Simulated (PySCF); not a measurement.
**F²⁺: ionisation energy**

F²⁺ [He] 2s2 2p3 (4S) → F³⁺ [He] 2s2 2p2 (3P), as a difference of total energies. Computed with PySCF 2.14 in aug-cc-pVQZ-DK (6s5p4d3f2g, 80 functions), with scalar relativity by spin-free X2C-1e. Correlated levels: valence: 1s2 frozen. The calculations carry no spin-orbit coupling.

Problem. Order these methods by the ionisation energy they give, lowest first.
A. MP2 (valence)
B. SCS-MP2 (valence)
C. CCSD (valence)
D. UHF

Solution. D (62.248 eV), B (62.613 eV), C (62.662 eV), A (62.887 eV).

A first-order spin-orbit estimate (lowest level to lowest level, LS coupling) adds -0.054 eV.

Errors of the correlated levels include the incompleteness of this basis and the frozen core.

For comparison: 62.708 eV (semi-empirical (NIST evaluation); NIST Atomic Spectra Database, ionization energies).
